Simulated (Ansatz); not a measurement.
Cost and result for the atomization energy of `F[CH2][GeH2][Cl]` (8 atoms, 7 bonds).

```xyz
8

F    -0.549    0.618   -1.791
C    -0.684   -0.282   -0.753
Ge    0.665    0.059    0.640
Cl    0.106    1.870    1.666
H    -1.688   -0.188   -0.333
H    -0.560   -1.295   -1.151
H     0.655   -1.070    1.682
H     2.055    0.288    0.039
```

Charge 0, multiplicity 1. Correlated methods include outer-core shells of Ge, which these sets cover unevenly. Scalar relativity is left out up to krypton. The geometry is a stationary point of PBE0-D4/def2-TZVP. It is one conformer, not always the lowest. Program: Ansatz. All runs use 4 threads of an Arm Neoverse V1 on a shared host. Times are those of one run each, without the atoms' runs, and a repeat can differ threefold. Electronic energies, without spin–orbit coupling; frozen cores. CCSD(T)/CBS adds CCSD(T) − MP2 in def2-TZVPP to the MP2 limit, and its time is that of the two runs behind it. T1 = 0.010. With those shells the extrapolation isn't a true limit. B3LYP takes the VWN-RPA correlation (the form of Gaussian; ORCA's B3LYP/G).

CCSD(T)/CBS is a level of theory with its own doubt, some kJ/mol a heavy atom from the limit and from the frozen cores, so smaller differences don't rank the functionals.

```
                             level  functions  wall time  atomization (kcal/mol)  difference from CCSD(T)/CBS  per bond
   PBE-D4/def2-TZVPP (with forces)        208      1.9 s                   617.0                          6.9       1.0
                PBE0-D4/def2-TZVPP        208      2.6 s                   606.7                         -3.4      -0.5
 B3LYP-D4/def2-TZVPP (with forces)        208      3.7 s                   603.8                         -6.3      -0.9
                 B2PLYP/def2-TZVPP        208      3.9 s                   599.5                        -10.6      -1.5
r2SCAN-D4/def2-TZVPP (with forces)        208      4.3 s                   610.8                          0.7       0.1
                ωB97X-V/def2-TZVPP        208      6.5 s                   612.2                          2.1       0.3
  ωB97M-V/def2-TZVPP (with forces)        208      9.5 s                   607.8                         -2.3      -0.3
                    MP2/def2-QZVPP        393       17 s                   612.8                          2.7       0.4
                CCSD(T)/def2-TZVPP        208       99 s                   596.3                        -13.8      -2.0
                 CCSD(T)/CBS(def2)          –      120 s                   610.1                          0.0       0.0
```

From PBE to PBE0 (25 % exact exchange), in def2-TZVPP and without D4, the atomization energy moves by −9.7 kcal/mol: exact exchange takes away binding that semilocal exchange gives to molecules. The D4 term adds +5.8 kcal/mol with B3LYP and +3.0 kcal/mol with PBE0; it sums over pairs of atoms, weighted by their polarisabilities, and B3LYP, whose exchange is more repulsive, gets the larger term. In def2-TZVPP, CCSD(T) changes the Hartree–Fock value by +155.5 kcal/mol (the triples alone add +9.2 kcal/mol) and MP2 by +164.0 kcal/mol; breaking electron pairs costs correlation energy, which Hartree–Fock lacks.
